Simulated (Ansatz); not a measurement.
ClF2OSi, SMILES `[O][Si](F)(F)Cl` radical. Charge 0, multiplicity 2. The structure was optimised at the PBE0-D4/def2-TZVP level.

```xyz
5

O    -0.753    0.218    1.443
Si   -0.051   -0.085   -0.009
F    -1.104   -0.190   -1.168
F     0.746   -1.436   -0.013
Cl    1.162    1.493   -0.252
```

What is the dipole moment at PBE/def2-TZVPP? (Best estimate.)

Computed: 1.24 D, with components (0.84, 0.60, -0.69) D in this frame, pointing from negative to positive charge.

And with r2SCAN, B3LYP, ωB97M-V? (An estimate is asked.)

Ansatz gave: r2SCAN 0.88 D, B3LYP 0.86 D, ωB97M-V 0.62 D.

Give the Mulliken charges with PBE, r2SCAN, ωB97M-V in def2-TZVPP. (Estimate.)

The calculation gave: 
```
atom    PBE  r2SCAN  ωB97M-V
  O1  -0.24   -0.26    -0.24
 Si2   0.80    0.94     0.89
  F3  -0.23   -0.27    -0.26
  F4  -0.23   -0.27    -0.26
 Cl5  -0.09   -0.14    -0.13
```

B3LYP here is the variant with VWN-RPA as its local correlation; programs differ in this.
